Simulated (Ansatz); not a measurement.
A run on BF$_{3}$H$_{2}$Se with other settings.

```yaml
crystal:
  periodic: [false, false, false]
  atoms:
    - {symbol: F, position_ang: [0.239454, -1.087466, 1.678233]}
    - {symbol: B, position_ang: [0.312819, -1.247318, 0.373759]}
    - {symbol: F, position_ang: [-0.782054, -1.495468, -0.315434]}
    - {symbol: F, position_ang: [1.488180, -1.356481, -0.208694]}
    - {symbol: Se, position_ang: [0.170644, 1.745369, -0.147846]}
    - {symbol: H, position_ang: [-1.264243, 1.810083, 0.151899]}
    - {symbol: H, position_ang: [-0.103600, 1.563180, -1.577716]}
basis:
  gaussian: {orbitals: def2-TZVPP}
hamiltonian: {xc: {name: wB97}, pseudopotentials: {relativity: scalar}}
```

```sh
$ ansatz run in.yaml --threads 4 --pin off --events-out ev --progress --plain --max-ram 10444MiB
```

Shortened log:

```
Functional definition: wB97
1142 factors; their error is unknown
319 factors; integrals over basis functions are off by at most 2.0e-5 eV
mean field evaluation 1: about -74822.2345 eV, gradient 4.8e1 eV
mean field evaluation 2: about -74822.9298 eV, gradient 4.9e1 eV
mean field evaluation 4: about -74825.6520 eV, gradient 6.8e-1 eV
mean field evaluation 8: about -74825.6183 eV, gradient 2.0e-1 eV
mean field evaluation 16: about -74825.6184 eV, gradient 3.3e-5 eV
mean field -74825.61835413 eV, -2749.7907558884 hartree, gradient 3.4e-5 eV, S^2 0.000000; 0 other end points of the search recorded, 0 dependent functions left out
reference -74825.61834363 eV, -2749.7907555026 hartree; 34, 34 occupied and 166, 166 virtual orbitals, 1142 factors
Total energy: -74825.61834363 eV, -2749.7907555026 hartree
Relativity: scalar
```

Hardware: 4 threads of an Intel Xeon Platinum 8488C on a shared host. Wall time 2.9 s, peak host memory 0.39 GiB.
